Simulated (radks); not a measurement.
Spherical quantum dot in the effective-mass picture: electrons in a parabolic well V = omega^2 r^2 / 2 with omega = 0.0786, with a point charge +1 (a donor) at the centre, all in effective atomic units (hartree* = m*/eps^2 hartree, bohr* = eps/m* bohr), one dielectric constant everywhere. Method: non-relativistic Kohn-Sham, LDA (Slater exchange, Perdew-Wang correlation), spin-polarised, spherical densities; computed with a radial shooting solver with Libxc functionals. Levels are named by radial order and angular momentum (1s, 1p, 1d, 2s, ...), and open shells are averaged over m. Results are scaled to m* = 0.159 and eps = 9.9, for which hartree* = 44.14 meV and bohr* = 3.295 nm.

N = 18, configuration 1s2 1p6 1d(up 5, down 3) 2s2. This is the lowest configuration that the search found (a dilute case). Occupied levels:

| level | occupation | eigenvalue (meV) | <r> (nm) |
|---|---|---|---|
| 1s up | 1 | 74.321 | 11.83 |
| 1s down | 1 | 74.342 | 10.99 |
| 2s up | 1 | 75.760 | 30.65 |
| 2s down | 1 | 75.917 | 31.37 |
| 1p up | 3 | 75.929 | 34.38 |
| 1p down | 3 | 76.113 | 34.35 |
| 1d up | 5 | 76.849 | 36.67 |
| 1d down | 3 | 77.036 | 36.73 |

Energy (meV): total 747.274, kinetic 51.942, external 136.86, Hartree 652.84, exchange-correlation -94.367.

Electron density:

| r (nm) | n(r) (e/nm^3) |
|---|---|
| 3.12 | 0.001608 |
| 8.32 | 0.0001564 |
| 13.5 | 0.00003372 |
| 18.7 | 0.00002715 |
| 23.9 | 0.00003983 |
| 29.1 | 0.00005160 |
| 34.4 | 0.00005134 |
| 39.6 | 0.00003662 |
| 44.8 | 0.00001728 |
| 50.0 | 5.064e-06 |
| 55.2 | 8.991e-07 |
| 60.4 | 9.735e-08 |
| 65.6 | 6.543e-09 |
